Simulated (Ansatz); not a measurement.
Ansatz (a quantum-chemistry and plane-wave program) input (HF/3-21G): The .json file is the Basis Set Exchange's 3-21G.

Ansatz 0.2 input:
```yaml
crystal:
  periodic: [false, false, false]
  atoms:
    - {symbol: C, position_ang: [-1.31404446, 0.01208654, 0.05713822]}
    - {symbol: C, position_ang: [-0.80986263, -1.27438973, -0.07008396]}
    - {symbol: C, position_ang: [0.57022113, -1.38308732, -0.13798015]}
    - {symbol: C, position_ang: [1.33592865, -0.08244578, -0.06385306]}
    - {symbol: S, position_ang: [0.00752038, 1.27629044, 0.10452188]}
    - {symbol: H, position_ang: [-2.33857141, 0.29997115, 0.12456213]}
    - {symbol: H, position_ang: [-1.45577336, -2.12780147, -0.11259112]}
    - {symbol: H, position_ang: [1.09459907, -2.31142417, -0.23664524]}
    - {symbol: H, position_ang: [1.98060305, -0.02951772, 0.80099809]}
    - {symbol: H, position_ang: [1.90536063, 0.11514272, -0.96000036]}
basis:
  gaussian:
    orbitals: 3-21G.json
hamiltonian:
  xc: {name: HF}
magnetization: {spin_polarized: true, initial_magnetization: 1}
phonons: {temperatures: {t_min: 298.15, t_max: 298.15, t_step: 100}}
```

Output:

```
Functional definition: HF
integrals: 0.02 GiB planned
821 factors; integrals over basis functions are off by at most 5.9e-4 eV
mean field: 0.26 GiB planned
mean field evaluation 1: about -14937.7294 eV, gradient 1.5e1 eV
mean field evaluation 2: about -14938.0691 eV, gradient 1.5e1 eV
mean field evaluation 4: about -14940.0197 eV, gradient 2.9e0 eV
mean field evaluation 8: about -14940.3053 eV, gradient 3.5e-1 eV
mean field evaluation 16: about -14940.3078 eV, gradient 2.2e-5 eV
mean field -14940.30775563 eV, -549.0461831152 hartree, gradient 2.2e-5 eV, S^2 0.969980; 0 other end points of the search recorded, 0 dependent functions left out
the calculation of the forces begins
reference -14940.30775563 eV, -549.0461831152 hartree; 23, 22 occupied and 36, 37 virtual orbitals, 821 factors
these checks for a lower state are left out or cut short: stability, starts, cluster_reference, orbital_swaps, neighbouring_geometries, increment
integrals: 0.02 GiB planned
821 factors; integrals over basis functions are off by at most 5.9e-4 eV
mean field: 0.26 GiB planned
mean field -14940.30759431 eV, -549.0461771866 hartree, gradient 2.2e-6 eV, S^2 0.970972; 0 other end points of the search recorded, 0 dependent functions left out
the calculation of the forces begins
reference -14940.30759431 eV, -549.0461771866 hartree; 23, 22 occupied and 36, 37 virtual orbitals, 821 factors
these checks for a lower state are left out or cut short: stability, starts, cluster_reference, orbital_swaps, neighbouring_geometries, increment
integrals: 0.02 GiB planned
821 factors; integrals over basis functions are off by at most 5.9e-4 eV
mean field: 0.26 GiB planned
mean field evaluation 32: about -14940.3076 eV, gradient 2.6e-6 eV
mean field -14940.30760043 eV, -549.0461774117 hartree, gradient 2.3e-6 eV, S^2 0.968982; 0 other end points of the search recorded, 0 dependent functions left out
the calculation of the forces begins
reference -14940.30760043 eV, -549.0461774117 hartree; 23, 22 occupied and 36, 37 virtual orbitals, 821 factors
these checks for a lower state are left out or cut short: stability, starts, cluster_reference, orbital_swaps, neighbouring_geometries, increment
integrals: 0.02 GiB planned
821 factors; integrals over basis functions are off by at most 5.9e-4 eV
mean field: 0.26 GiB planned
mean field -14940.30764456 eV, -549.0461790335 hartree, gradient 2.3e-6 eV, S^2 0.969590; 0 other end points of the search recorded, 0 dependent functions left out
the calculation of the forces begins
reference -14940.30764456 eV, -549.0461790335 hartree; 23, 22 occupied and 36, 37 virtual orbitals, 821 factors
these checks for a lower state are left out or cut short: stability, starts, cluster_reference, orbital_swaps, neighbouring_geometries, increment
integrals: 0.02 GiB planned
821 factors; integrals over basis functions are off by at most 5.9e-4 eV
mean field: 0.26 GiB planned
mean field -14940.30764058 eV, -549.0461788872 hartree, gradient 2.3e-6 eV, S^2 0.970377; 0 other end points of the search recorded, 0 dependent functions left out
the calculation of the forces begins
reference -14940.30764058 eV, -549.0461788872 hartree; 23, 22 occupied and 36, 37 virtual orbitals, 821 factors
these checks for a lower state are left out or cut short: stability, starts, cluster_reference, orbital_swaps, neighbouring_geometries, increment
integrals: 0.02 GiB planned
821 factors; integrals over basis functions are off by at most 5.9e-4 eV
mean field: 0.26 GiB planned
mean field evaluation 64: about -14940.3075 eV, gradient 2.3e-6 eV
mean field -14940.30753252 eV, -549.0461749158 hartree, gradient 2.3e-6 eV, S^2 0.968992; 0 other end points of the search recorded, 0 dependent functions left out
the calculation of the forces begins
reference -14940.30753252 eV, -549.0461749158 hartree; 23, 22 occupied and 36, 37 virtual orbitals, 821 factors
these checks for a lower state are left out or cut short: stability, starts, cluster_reference, orbital_swaps, neighbouring_geometries, increment
integrals: 0.02 GiB planned
821 factors; integrals over basis functions are off by at most 5.9e-4 eV
mean field: 0.26 GiB planned
mean field -14940.30753430 eV, -549.0461749813 hartree, gradient 2.2e-6 eV, S^2 0.970962; 0 other end points of the search recorded, 0 dependent functions left out
the calculation of the forces begins
reference -14940.30753430 eV, -549.0461749813 hartree; 23, 22 occupied and 36, 37 virtual orbitals, 821 factors
these checks for a lower state are left out or cut short: stability, starts, cluster_reference, orbital_swaps, neighbouring_geometries, increment
integrals: 0.02 GiB planned
821 factors; integrals over basis functions are off by at most 5.9e-4 eV
mean field: 0.26 GiB planned
[...]
these checks for a lower state are left out or cut short: stability, starts, cluster_reference, orbital_swaps, neighbouring_geometries, increment
integrals: 0.02 GiB planned
821 factors; integrals over basis functions are off by at most 5.9e-4 eV
mean field: 0.26 GiB planned
mean field -14940.30772314 eV, -549.0461819212 hartree, gradient 2.3e-6 eV, S^2 0.969970; 0 other end points of the search recorded, 0 dependent functions left out
the calculation of the forces begins
reference -14940.30772314 eV, -549.0461819212 hartree; 23, 22 occupied and 36, 37 virtual orbitals, 821 factors
these checks for a lower state are left out or cut short: stability, starts, cluster_reference, orbital_swaps, neighbouring_geometries, increment
integrals: 0.02 GiB planned
821 factors; integrals over basis functions are off by at most 5.9e-4 eV
mean field: 0.26 GiB planned
mean field -14940.30772181 eV, -549.0461818720 hartree, gradient 2.3e-6 eV, S^2 0.969994; 0 other end points of the search recorded, 0 dependent functions left out
the calculation of the forces begins
reference -14940.30772181 eV, -549.0461818720 hartree; 23, 22 occupied and 36, 37 virtual orbitals, 821 factors
these checks for a lower state are left out or cut short: stability, starts, cluster_reference, orbital_swaps, neighbouring_geometries, increment
integrals: 0.02 GiB planned
821 factors; integrals over basis functions are off by at most 5.9e-4 eV
mean field: 0.26 GiB planned
mean field evaluation 288: about -14940.3077 eV, gradient 2.6e-6 eV
mean field -14940.30765762 eV, -549.0461795132 hartree, gradient 2.3e-6 eV, S^2 0.969946; 0 other end points of the search recorded, 0 dependent functions left out
the calculation of the forces begins
reference -14940.30765762 eV, -549.0461795132 hartree; 23, 22 occupied and 36, 37 virtual orbitals, 821 factors
these checks for a lower state are left out or cut short: stability, starts, cluster_reference, orbital_swaps, neighbouring_geometries, increment
integrals: 0.02 GiB planned
821 factors; integrals over basis functions are off by at most 5.9e-4 eV
mean field: 0.26 GiB planned
mean field -14940.30765930 eV, -549.0461795749 hartree, gradient 2.3e-6 eV, S^2 0.970018; 0 other end points of the search recorded, 0 dependent functions left out
the calculation of the forces begins
reference -14940.30765930 eV, -549.0461795749 hartree; 23, 22 occupied and 36, 37 virtual orbitals, 821 factors
these checks for a lower state are left out or cut short: stability, starts, cluster_reference, orbital_swaps, neighbouring_geometries, increment
integrals: 0.02 GiB planned
821 factors; integrals over basis functions are off by at most 5.9e-4 eV
mean field: 0.26 GiB planned
mean field -14940.30773095 eV, -549.0461822081 hartree, gradient 2.3e-6 eV, S^2 0.970005; 0 other end points of the search recorded, 0 dependent functions left out
the calculation of the forces begins
reference -14940.30773095 eV, -549.0461822081 hartree; 23, 22 occupied and 36, 37 virtual orbitals, 821 factors
these checks for a lower state are left out or cut short: stability, starts, cluster_reference, orbital_swaps, neighbouring_geometries, increment
integrals: 0.02 GiB planned
821 factors; integrals over basis functions are off by at most 5.9e-4 eV
mean field: 0.26 GiB planned
mean field evaluation 320: about -14940.3077 eV, gradient 2.3e-6 eV
mean field -14940.30773145 eV, -549.0461822265 hartree, gradient 2.3e-6 eV, S^2 0.969958; 0 other end points of the search recorded, 0 dependent functions left out
the calculation of the forces begins
reference -14940.30773145 eV, -549.0461822265 hartree; 23, 22 occupied and 36, 37 virtual orbitals, 821 factors
these checks for a lower state are left out or cut short: stability, starts, cluster_reference, orbital_swaps, neighbouring_geometries, increment
integrals: 0.02 GiB planned
821 factors; integrals over basis functions are off by at most 5.9e-4 eV
mean field: 0.26 GiB planned
mean field -14940.30770504 eV, -549.0461812560 hartree, gradient 2.3e-6 eV, S^2 0.969979; 0 other end points of the search recorded, 0 dependent functions left out
the calculation of the forces begins
reference -14940.30770504 eV, -549.0461812560 hartree; 23, 22 occupied and 36, 37 virtual orbitals, 821 factors
these checks for a lower state are left out or cut short: stability, starts, cluster_reference, orbital_swaps, neighbouring_geometries, increment
integrals: 0.02 GiB planned
821 factors; integrals over basis functions are off by at most 5.9e-4 eV
mean field: 0.26 GiB planned
mean field -14940.30770494 eV, -549.0461812522 hartree, gradient 2.3e-6 eV, S^2 0.969984; 0 other end points of the search recorded, 0 dependent functions left out
the calculation of the forces begins
reference -14940.30770494 eV, -549.0461812522 hartree; 23, 22 occupied and 36, 37 virtual orbitals, 821 factors
these checks for a lower state are left out or cut short: stability, starts, cluster_reference, orbital_swaps, neighbouring_geometries, increment
integrals: 0.02 GiB planned
821 factors; integrals over basis functions are off by at most 5.9e-4 eV
mean field: 0.26 GiB planned
mean field -14940.30773717 eV, -549.0461824367 hartree, gradient 2.3e-6 eV, S^2 0.969978; 0 other end points of the search recorded, 0 dependent functions left out
the calculation of the forces begins
reference -14940.30773717 eV, -549.0461824367 hartree; 23, 22 occupied and 36, 37 virtual orbitals, 821 factors
these checks for a lower state are left out or cut short: stability, starts, cluster_reference, orbital_swaps, neighbouring_geometries, increment
integrals: 0.02 GiB planned
821 factors; integrals over basis functions are off by at most 5.9e-4 eV
mean field: 0.26 GiB planned
mean field evaluation 352: about -14940.3077 eV, gradient 6.7e-3 eV
mean field -14940.30773725 eV, -549.0461824396 hartree, gradient 2.3e-6 eV, S^2 0.969985; 0 other end points of the search recorded, 0 dependent functions left out
the calculation of the forces begins
reference -14940.30773725 eV, -549.0461824396 hartree; 23, 22 occupied and 36, 37 virtual orbitals, 821 factors
these checks for a lower state are left out or cut short: stability, starts, cluster_reference, orbital_swaps, neighbouring_geometries, increment
integrals: 0.02 GiB planned
821 factors; integrals over basis functions are off by at most 5.9e-4 eV
mean field: 0.26 GiB planned
mean field -14940.30767401 eV, -549.0461801155 hartree, gradient 2.3e-6 eV, S^2 0.969978; 0 other end points of the search recorded, 0 dependent functions left out
the calculation of the forces begins
reference -14940.30767401 eV, -549.0461801155 hartree; 23, 22 occupied and 36, 37 virtual orbitals, 821 factors
these checks for a lower state are left out or cut short: stability, starts, cluster_reference, orbital_swaps, neighbouring_geometries, increment
integrals: 0.02 GiB planned
821 factors; integrals over basis functions are off by at most 5.9e-4 eV
mean field: 0.26 GiB planned
mean field -14940.30767425 eV, -549.0461801245 hartree, gradient 2.3e-6 eV, S^2 0.969985; 0 other end points of the search recorded, 0 dependent functions left out
the calculation of the forces begins
reference -14940.30767425 eV, -549.0461801245 hartree; 23, 22 occupied and 36, 37 virtual orbitals, 821 factors
Total energy: -14940.30775563 eV, -549.0461831152 hartree
Atom 0 at    -1.314044     0.012087     0.057138 Å, force     0.001080    -0.001409    -0.000162 eV/Å
Atom 1 at    -0.809863    -1.274390    -0.070084 Å, force     0.000324    -0.000258    -0.000035 eV/Å
Atom 2 at     0.570221    -1.383087    -0.137980 Å, force    -0.001431     0.001944     0.000221 eV/Å
Atom 3 at     1.335929    -0.082446    -0.063853 Å, force    -0.000175    -0.000808    -0.000059 eV/Å
Atom 4 at     0.007520     1.276290     0.104522 Å, force     0.000150     0.000396     0.000026 eV/Å
Atom 5 at    -2.338571     0.299971     0.124562 Å, force    -0.000203     0.000020     0.000010 eV/Å
Atom 6 at    -1.455773    -2.127801    -0.112591 Å, force     0.000363     0.000352     0.000013 eV/Å
Atom 7 at     1.094599    -2.311424    -0.236645 Å, force    -0.000117    -0.000190    -0.000011 eV/Å
Atom 8 at     1.980603    -0.029518     0.800998 Å, force    -0.000002    -0.000012    -0.000149 eV/Å
Atom 9 at     1.905361     0.115143    -0.960000 Å, force     0.000010    -0.000036     0.000145 eV/Å
Dipole moment:     0.059901    -0.443830    -0.039019 e Å
Vibrations: 186.27 470.20 562.07 644.70 656.60 699.04 741.70 892.53 941.78 989.12 1020.67 1129.33 1196.32 1247.14 1344.96 1370.94 1503.80 1524.45 1625.03 3247.15 3298.86 3369.45 3388.44 3441.13 cm⁻¹, zero-point energy 2.200203 eV
```

The blocks after the first are displaced geometries, from whose forces the wavenumbers follow.

The determinant is spin-contaminated: <S^2> is 0.97 against 0.75 for a pure state.
